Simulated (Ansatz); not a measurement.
A made-up structure of CH5Sn (charge -1), closed shell:

```xyz
7
angstrom
C 0.1390 0.6303 -0.0907
Sn -0.6180 -1.2608 0.3269
H -0.6403 -2.1615 -1.1146
H 0.4401 -2.0368 1.4077
H -0.4802 1.1752 -0.7565
H 0.1739 1.2500 0.7686
H 1.0808 0.8817 -0.5070
```

It is relaxed with PBE-D4/def2-SVPD and then PBE0-D4/def2-TZVPD (Ansatz 0.2.0). Atoms count as bonded within 1.22 times the sum of their covalent radii (H–H: 0.88 Å). The end point is not checked to be a true minimum.

(1) Does its bonding change? (A judgement: the text doesn't fix the answer.)

Results:

(1) By the calculation: No: no bond forms or breaks.

Where it ends: The first stage lowers the energy by 1.05 eV in 6 steps. It ends as CH₅Sn ([CH3][SnH2]), total charge -1:
C1  (0.100, 0.684, -0.076)
Sn2  (-0.887, -1.272, 0.443)
H3  (-0.451, -2.059, -1.121)
H4  (0.572, -1.942, 1.267)
H5  (-0.517, 1.222, -0.804)
H6  (0.181, 1.302, 0.823)
H7  (1.098, 0.543, -0.498)
(Å)

Labels in which every atom is bracketed show which atoms are joined, not bond orders.

For scale, one of the runs: PBE0-D4/def2-TZVPD relaxation, 138 basis functions, launched by `ansatz run in.yaml --threads 2 --pin off --events-out ev --progress --plain --max-ram 4352MiB`. The run took about 13 s on 2 CPU threads of an Arm Neoverse V2 (shared host).
